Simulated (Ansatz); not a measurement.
`B/C=C(/C)F` + H₂ → `B/C=C/C` + H–F at 400 K and 1 bar (hydrogenolysis of a C–F bond).

Computed with Ansatz on PBE0-D4/def2-TZVP structures; ΔE is electronic, products minus reactants. CCSD(T)/CBS adds triple-zeta CCSD(T) − MP2 to the extrapolated MP2 energy (def2 sets, frozen cores). This one scheme is used for every species. Double bonds are as drawn, so ΔE can hold a change between cis and trans.

```
     species  CCSD(T)/CBS energy (Eh)  H − E (kJ/mol)  S (J/(mol·K))
`B/C=C(/C)F`               -242.31971           249.1          346.2
          H₂                 -1.17544            38.0          139.0
   `B/C=C/C`               -143.12983           265.6          326.0
         H–F               -100.39570            36.5          182.2
```

H − E and S are ideal-gas, rigid-rotor, harmonic terms from PBE0-D4/def2-TZVP. The MP2-based limit puts H₂ 0.8 mEh under its directly extrapolated value; such offsets cancel only in part. 1 Eh = 2625.50 kJ/mol, R = 8.31446 J/(mol·K).

Problem. By hand: ΔE, ΔH, ΔS and ΔG.

Solution. ΔE = (-143.12983) + (-100.39570) − (-242.31971) − (-1.17544) = -0.03038 Eh = -79.8 kJ/mol. Δ(H − E) = 265.6 + 36.5 − 249.1 − 38.0 = 15.0, so ΔH = -64.8 kJ/mol. ΔS = 326.0 + 182.2 − 346.2 − 139.0 = 23.0 J/(mol·K). ΔG = -64.8 − 400 × (23.0)/1000 = -74.0 kJ/mol.

Problem. By hand: the equilibrium constant, and the temperature at which ΔG would vanish if ΔH and ΔS stayed fixed.

Solution. log₁₀ K = −ΔG/(RT ln 10) = 9.7. ΔH and −TΔS have one sign here, so there is no such temperature.

ΔH outweighs TΔS. A doubt of 5 kJ/mol in ΔE shifts log₁₀ K by 0.7 here. These are equilibria of isolated gas molecules and say nothing of rates. Largest T1 diagnostic: 0.012 (customary marks: 0.02 for closed shells, 0.045 for open ones).
